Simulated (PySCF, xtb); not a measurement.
4-fluoro-2,3-dihydrofuran (C₄H₅FO), SMILES FC1=COCC1.

GFN2-xTB in xtb at its own geometry gives an orbital gap of 4.68 eV and a dipole moment of 1.97 D.

The structure is a stationary point at PBE-D3(BJ)/def2-SVP. A frequency run showed that this geometry is not a minimum. Other conformers were not sampled.

Q: What does ωB97X/def2-TZVP (PySCF) give? (An estimate is asked for; the answer gives what the named calculation found.)

A: gap 11.27 eV (levels -8.38 and 2.89 eV), dipole 1.56 D.
